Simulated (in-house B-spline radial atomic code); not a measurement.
Radial electron density of Gd VI (Gd5+), [Kr] 4d10 4f5 5s2 5p5 6d1. Computed with an all-electron radial atomic-structure program (B-spline basis): scalar-relativistic (X2C) AM05, spin-polarised, spherical fractional occupations, Fermi nucleus of rms radius 5.1569 fm.

One-electron X2C: radii and densities carry no picture-change correction, so inner-shell <1/r> comes out high (for 1s by about 2 % at Z = 33, 5 % at 54, 10 % at 75, 30 % at 118) and <r> low.

Columns: r (bohr), 4πr²n(r) (electrons per bohr), bar.

```
0.000615    3.132 #
0.000771    4.376 ##
0.000966    6.082 ##
 0.00121    8.401 ###
 0.00152    11.57 #####
  0.0019    15.69 ######
 0.00238    21.09 ########
 0.00299    28.05 ###########
 0.00374    36.45 ##############
 0.00469    46.44 ##################
 0.00588    57.49 ######################
 0.00737    68.65 ###########################
 0.00924    78.49 ###############################
  0.0116    85.16 #################################
  0.0145    87.03 ##################################
  0.0182    83.92 #################################
  0.0228    78.17 ##############################
  0.0286    74.77 #############################
  0.0358    79.25 ###############################
  0.0448    92.74 ####################################
  0.0562    108.3 ##########################################
  0.0704    113.1 ############################################
  0.0883    101.9 ########################################
   0.111    87.05 ##################################
   0.139    87.47 ##################################
   0.174    98.74 ######################################
   0.218    93.91 #####################################
   0.273    65.39 #########################
   0.342    42.87 #################
   0.429    44.76 #################
   0.537    48.63 ###################
   0.673    36.65 ##############
   0.844    20.92 ########
    1.06    13.05 #####
    1.33    9.129 ####
    1.66    4.858 ##
    2.08    1.532 #
    2.61   0.4227 
    3.27    0.421 
     4.1   0.3547 
    5.14   0.1259 
    6.44  0.01791 
    8.07 0.0008798 
    10.1 1.353e-05 
    12.7 2.813e-08
```

On this grid the curve has 4 maxima, near 0.0145, 0.0704, 0.174, 0.537 bohr.

The 4f up radial function P(r) = rR(r), positive near the nucleus:

| r (bohr) | P |
| --- | --- |
| 0.0286 | 0.001579 |
| 0.0448 | 0.007326 |
| 0.0704 | 0.03084 |
| 0.111 | 0.112 |
| 0.174 | 0.3235 |
| 0.273 | 0.709 |
| 0.429 | 1.095 |
| 0.673 | 1.117 |
| 1.06 | 0.7295 |
| 1.66 | 0.2819 |
| 2.61 | 0.04747 |
| 4.1 | 0.002334 |
